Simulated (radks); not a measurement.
Spherical quantum dot in the effective-mass picture: electrons in a parabolic well V = omega^2 r^2 / 2 with omega = 0.616, with a point charge +2 (a donor) at the centre, all in effective atomic units (hartree* = m*/eps^2 hartree, bohr* = eps/m* bohr), one dielectric constant everywhere. Calculated with a radial shooting solver with Libxc functionals: non-relativistic Kohn-Sham, LDA (Slater exchange, Perdew-Wang correlation), spin-polarised, spherical densities. Levels are named by radial order and angular momentum (1s, 1p, 1d, 2s, ...), and open shells are averaged over m. Each electron was tried in the lowest free levels, single moves between levels near the top were tried too, and the lowest total energy was kept; such a search can miss a lower state. At N = 1 the Hartree and exchange-correlation terms need not cancel, so that row can carry a self-interaction error.

| N | open shells | 2S | E (hartree*) | addition energy mu(N+1) - mu(N) (hartree*) | e(HOMO) (hartree*) | rms radius (bohr*) |
|---|---|---|---|---|---|---|
| 1 | 1s(up 1, down 0) | 1 | -1.80566 | 1.163 | -1.3410 | 0.8111 |
| 2 | none | 0 | -2.44821 | 2.055 | -0.25181 | 0.9349 |
| 3 | 1p(up 1, down 0) | 1 | -1.03588 | 0.4048 | 1.6116 | 1.354 |
| 4 | 1p(up 2, down 0) | 2 | 0.781284 | 0.4077 | 2.0224 | 1.566 |
| 5 | 1p(up 3, down 0) | 3 | 3.00613 | 0.5058 | 2.4254 | 1.715 |
| 6 | 1p(up 3, down 1) | 2 | 5.73676 | 0.3529 | 2.9059 | 1.841 |
| 7 | 1p(up 3, down 2) | 1 | 8.82027 | 0.3533 | 3.2609 | 1.947 |
| 8 | none | 0 | 12.2570 | 0.4291 | 3.6115 | 2.039 |
| 9 | 2s(up 1, down 0) | 1 | 16.1230 | 0.3502 | 4.0277 | 2.143 |
| 10 | none | 0 | 20.3391 | 0.6523 | 4.3745 | 2.236 |
| 11 | 1d(up 1, down 0) | 1 | 25.2075 | 0.2892 | 5.0135 | 2.328 |
| 12 | 1d(up 2, down 0) | 2 | 30.3651 | 0.2860 | 5.3012 | 2.410 |
| 13 | 1d(up 3, down 0) | 3 | 35.8087 | 0.2825 | 5.5854 | 2.485 |
| 14 | 1d(up 4, down 0) | 4 | 41.5347 | 0.2787 | 5.8661 | 2.553 |
| 15 | 1d(up 5, down 0) | 5 | 47.5395 | 0.3405 | 6.1429 | 2.617 |
| 16 | 1d(up 5, down 1) | 4 | 53.8848 | 0.2638 | 6.4775 | 2.678 |
| 17 | 1d(up 5, down 2) | 3 | 60.4939 | 0.2617 | 6.7403 | 2.735 |
| 18 | 1d(up 5, down 3) | 2 | 67.3646 | 0.2592 | 7.0008 | 2.790 |
| 19 | 1d(up 5, down 4) | 1 | 74.4946 | 0.2566 | 7.2587 | 2.841 |
| 20 | none | 0 | 81.8812 | 0.5899 | 7.5140 | 2.891 |
| 21 | 1f(up 1, down 0) | 1 | 89.8577 | 0.2377 | 8.0956 | 2.947 |
| 22 | 1f(up 2, down 0) | 2 | 98.0719 | 0.2360 | 8.3325 | 3.000 |
| 23 | 1f(up 3, down 0) | 3 | 106.522 | 0.2342 | 8.5676 | 3.050 |
| 24 | 1f(up 4, down 0) | 4 | 115.206 | 0.2323 | 8.8008 | 3.098 |
| 25 | 1f(up 5, down 0) | 5 | 124.123 | 0.2305 | 9.0322 | 3.144 |
| 26 | 1f(up 6, down 0) | 6 | 133.270 | 0.2286 | 9.2618 | 3.188 |
| 27 | 1f(up 7, down 0) | 7 | 142.646 | 0.2606 | 9.4895 | 3.230 |
| 28 | 1f(up 7, down 0) 2p(up 1, down 0) | 8 | 152.282 | 0.2318 | 9.7524 | 3.271 |
| 29 | 1f(up 7, down 0) 2p(up 2, down 0) | 9 | 162.150 | 0.2308 | 9.9838 | 3.311 |
| 30 | 1f(up 7, down 0) 2p(up 3, down 0) | 10 | 172.249 | 0.2302 | 10.214 | 3.349 |
| 31 | 1f(up 7, down 1) 2p(up 3, down 0) | 9 | 182.579 | 0.2156 | 10.437 | 3.387 |
| 32 | 1f(up 7, down 3) 2p(up 2, down 0) | 6 | 193.123 | 0.2109 | 10.649 | 3.424 |
| 33 | 1f(up 7, down 5) 2p(up 1, down 0) | 3 | 203.879 | 0.2108 | 10.860 | 3.459 |
| 34 | none | 0 | 214.846 | 0.2131 | 11.071 | 3.494 |
| 35 | 2p(up 1, down 0) | 1 | 226.025 | 0.2183 | 11.289 | 3.528 |
| 36 | 2p(up 2, down 0) | 2 | 237.423 | 0.2176 | 11.507 | 3.561 |
| 37 | 2p(up 3, down 0) | 3 | 249.038 | 0.2504 | 11.724 | 3.593 |
| 38 | 2p(up 3, down 1) | 2 | 260.904 | - | 11.972 | 3.625 |

All shells are closed at N = 2, 8, 10, 20, 34 (there: 1s2 1p6 1d10 2s2 1f14); the second difference of the energy has clear peaks (12 % above both neighbours; the first and last values, which can be the largest, are not judged, and half-filled shells can peak too) at N = 2, 5, 8, 10, 15, 20, 27.
